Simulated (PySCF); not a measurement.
**Computed properties of C₃H₉FOSi, SMILES CC[Si](C)(O)F**

C3H9FOSi, SMILES [Si](O)(CC)(C)F. Geometry: B3LYP-D3(BJ)/def2-SVP. Other conformers were not sampled. All values are computed for the isolated molecule unless a solvent is named; none is compared with measurement here.

**Structure.** All 39 harmonic modes at B3LYP-D3(BJ)/def2-SVP (PySCF) are real, so it is a minimum. With heavy atoms numbered as in [CH3:1][CH2:2][Si:3]([CH3:4])([OH:5])[F:6], the shortest bond between them is C1–C2 at 1.536 Å and the longest C2–Si3 at 1.872 Å.

**Vibrations.** The strongest infrared lines (harmonic, unscaled, degenerate partners summed) lie at 845 cm⁻¹ (263 km/mol, H 51 %, Si 25 %, C 13 %, O 9 %), 929 cm⁻¹ (130 km/mol, Si 41 %, O 30 %, H 19 %), 878 cm⁻¹ (124 km/mol, H 36 %, Si 32 %, F 22 %). The softest mode is at 59 cm⁻¹ and the zero-point energy is 74.8 kcal/mol.

**Electronic structure.** r2SCAN/def2-TZVP (PySCF) places the frontier levels at -7.12 and 0.62 eV, a gap of 7.74 eV, and gives a dipole moment of 1.73 D and a mean polarisability of 63.4 bohr³. PBE/def2-TZVP (PySCF) at the same geometry gives -6.83 and -0.11 eV, so its gap is 1.02 eV narrower. An orbital gap is neither the optical nor the fundamental gap.

**Excitations.** TDA-CAM-B3LYP/def2-SVPD (PySCF) has S1 at 7.63 eV (162 nm, f = 0.050, weak); the most intense of the 6 singlets computed lies at 7.63 eV (f = 0.05). T1 (TDA) is at 7.39 eV, 0.24 eV under S1. TDA-PBE/def2-SVPD (PySCF) puts S1 at 6.46 eV. No vertical singlet excitation falls in the visible range (under 3.1 eV).

**NMR.** GIAO shifts at PBE0/pcSseg-1 (PySCF) (non-relativistic, atoms alike by connectivity averaged): ¹³C from -3.4 to 12.8 ppm against TMS; ¹H from 0.5 to 2.1 ppm against TMS; ²⁹Si at 15.1 ppm against TMS; ¹⁹F at -160.4 ppm against CFCl3.

**Solvation.** SMD-ωB97X/def2-SVP (PySCF) gives -3.8 kcal/mol in water, -7.1 kcal/mol in ethanol, -5.0 kcal/mol in cyclohexanone (1 M in both phases, gas-phase geometry); of these solvents ethanol holds the molecule best.
